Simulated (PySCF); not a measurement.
**`[H]/N=C\[C@H]1OC(=O)[C@H]1C#N`, C$_{5}$H$_{4}$N$_{2}$O$_{2}$**

Geometry (Å), atoms numbered from 1 in this order:
```xyz
13

N    -1.139    1.895    1.739
C    -1.047    1.311    0.761
C    -0.915    0.562   -0.455
C    -1.366   -0.910   -0.381
O    -2.391   -1.465   -0.192
O    -0.137   -1.405   -0.637
C     0.465   -0.094   -0.719
C     1.527    0.130    0.333
N     1.983   -0.714    1.126
H    -1.350    1.112   -1.292
H     0.869    0.084   -1.721
H     1.910    1.145    0.375
H     1.585   -1.650    1.044
```

The calculation used PySCF, TDDFT B3LYP/def2-SVPD circular dichroism and optical rotation, one conformer, gas phase. Geometry: GFN2-xTB.

The molecule is flexible and this is one conformer; a measurement averages over conformers.

(1) Draw the ECD and absorption spectra from the lowest 8 states, each a Gaussian of half-width 0.35 eV at 1/e height.

Answers

(1) 
```
E (eV)  λ (nm)  Δε (L mol⁻¹ cm⁻¹)  ε (L mol⁻¹ cm⁻¹)
  4.55     272              +0.24              10.9
  4.65     266              +0.50              22.8
  4.75     261              +0.88              40.4
  4.85     255              +1.32              60.8
  4.95     250              +1.68                78
  5.05     245              +1.79              85.5
  5.15     241              +1.57              81.5
  5.25     236              +1.02              70.9
  5.35     232              +0.24                63
  5.45     227              -0.67              65.8
  5.55     223              -1.53              81.3
  5.65     219              -2.18               104
  5.75     216              -2.43               125
  5.85     212              -2.21               137
  5.95     208              -1.64               143
  6.05     205              -0.94               153
  6.15     202              -0.31               183
  6.25     198              +0.18               243
  6.35     195              +0.53               331
  6.45     192              +0.68               441
  6.55     189              +0.43               565
  6.65     186              -0.46               706
  6.75     184              -2.05               870
  6.85     181              -3.96              1050
  6.95     178              -5.35              1220
  7.05     176              -5.39              1340
  7.15     173              -3.83              1360
```
Δε uses R in velocity form, ε uses f in length form. Only the states computed contribute, so the short-wavelength end is incomplete.
